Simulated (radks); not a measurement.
Question: Excited configurations of the aluminium ion Al3+: one electron is placed in a higher orbital outside [He] 2s2 2p5. The ground configuration is [Ne]. All-electron calculation, non-relativistic Kohn-Sham, SCAN, spin-polarised, spherical densities, point nucleus; open shells are filled with parallel spins first; meta-GGA in the generalised Kohn-Sham scheme. Program: a radial shooting solver on a logarithmic mesh with Libxc functionals. Excitation = E - E(ground); binding = E(ion) - E, where the ion is the core of charge +4; n* = 4/sqrt(2 binding) in atomic units, and the quantum defect is n - n*.

| outer orbital | excitation (eV) | binding (eV) | n* | quantum defect | eigenvalue (eV) | <r> (bohr) |
|---|---|---|---|---|---|---|
| 4p | 103.70 | 17.983 | 3.479 | 0.521 | -16.106 | 4.343 |
| 4f | 108.28 | 13.404 | 4.030 | -0.030 | -11.469 | 4.542 |
| 5p | 110.77 | 10.913 | 4.466 | 0.534 | -9.828 | 7.318 |
| 5d | 112.50 | 9.181 | 4.869 | 0.131 | -8.172 | 8.170 |
| 5f | 112.95 | 8.732 | 4.993 | 0.007 | -7.676 | 7.887 |
| 7d | 117.00 | 4.685 | 6.816 | 0.184 | -4.221 | 16.89 |

Estimate the row for 6f.

Answer: excitation (eV) 115.57; binding (eV) 6.115; n* 5.966; quantum defect 0.034; eigenvalue (eV) -5.444; <r> (bohr) 11.97. The Delta-SCF ionisation energy is 121.68 eV (NIST Atomic Spectra Database: 119.99 eV, measured). Self-interaction in the functional shifts the binding energies and quantum defects, so they are the method's values and not measured ones. Open shells are spherical and high-spin; term and fine-structure splittings are not resolved.
